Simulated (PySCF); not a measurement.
NbO2Cl, SMILES [Cl][Nb](=[O])=[O], multiplicity 1. Atoms are numbered in the order given.

```xyz
4

Nb     0.3623    -0.2360     0.0000
O      1.1390     0.4525    -1.3737
O      1.1390     0.4525     1.3737
Cl    -1.9458     0.1433     0.0000
```
Charge 0, spin multiplicity 1.

The structure is a stationary point at PBE-D3(BJ)/def2-SVP. The spin state was assumed, not searched. The def2 effective core potentials stand for the cores of Nb; spin–orbit coupling is left out.

Calculation: TDDFT-B3LYP/def2-SVPD run with PySCF.

Vertical excitations. Gas-phase values at a fixed geometry. State labels are in the subgroup Cs.

Computed excitation energies, oscillator strengths and character:
| state | symmetry | energy (eV) | λ (nm) | f | main pairs |
|---|---|---|---|---|---|
| S1 | A" | 2.88 | 431 | 0.001 | HOMO→LUMO 99 % |
| S2 | A' | 3.61 | 344 | 0.008 | HOMO−1→LUMO 95 % |
| S3 | A" | 3.68 | 337 | 0.004 | HOMO−2→LUMO 98 % |
| S4 | A' | 4.07 | 304 | 0.004 | HOMO−3→LUMO 92 % |
| S5 | A" | 4.24 | 292 | 0.003 | HOMO→LUMO+1 97 % |
| S6 | A' | 4.59 | 270 | 0.006 | HOMO−4→LUMO 90 % |
| S7 | A' | 4.85 | 256 | 0.001 | HOMO→LUMO+2 72 %, HOMO−1→LUMO+1 21 % |
| S8 | A" | 4.87 | 254 | 0.003 | HOMO−5→LUMO 60 %, HOMO−2→LUMO+1 36 % |
| S9 | A" | 4.89 | 254 | 0.004 | HOMO−2→LUMO+1 63 %, HOMO−5→LUMO 34 % |
| S10 | A' | 4.99 | 248 | 0.017 | HOMO−1→LUMO+1 60 %, HOMO→LUMO+2 22 % |
| T1 | A" | 2.77 | 448 | 0 | HOMO→LUMO 98 % |
| T2 | A' | 3.34 | 371 | 0 | HOMO−1→LUMO 87 % |
| T3 | A" | 3.54 | 351 | 0 | HOMO−2→LUMO 94 % |
| T4 | A' | 3.75 | 331 | 0 | HOMO−3→LUMO 90 % |
Triplets are in the Tamm–Dancoff approximation, which puts them higher than full response would, so one can lie above its singlet here.
